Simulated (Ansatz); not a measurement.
Input for Ansatz (a quantum-chemistry and plane-wave program): R-B3LYP/def2-TZVPPD on C2H6O (SMILES COC). The basis file is the Basis Set Exchange's JSON of that set.

Ansatz 0.2 input:
```yaml
crystal:
  periodic: [false, false, false]
  atoms:
    - {symbol: C, position_ang: [1.16844896, 0.05595698, -0.08345684]}
    - {symbol: O, position_ang: [-0.03584404, 0.25601062, -0.78781429]}
    - {symbol: C, position_ang: [-1.17243129, -0.02749348, -0.00406892]}
    - {symbol: H, position_ang: [1.27200676, -0.98628667, 0.24720922]}
    - {symbol: H, position_ang: [1.23037472, 0.70663771, 0.79921851]}
    - {symbol: H, position_ang: [1.98682545, 0.29678848, -0.76032809]}
    - {symbol: H, position_ang: [-1.17898360, -1.07366233, 0.33033157]}
    - {symbol: H, position_ang: [-2.04978385, 0.15288681, -0.62343179]}
    - {symbol: H, position_ang: [-1.22061311, 0.61926188, 0.88234062]}
basis:
  gaussian:
    orbitals: def2-TZVPPD.json
hamiltonian:
  xc: {name: B3LYP}
scf: {lower_state_search: off}
```

Task: What total energy does the run end on?

Result: -155.0974 hartree.
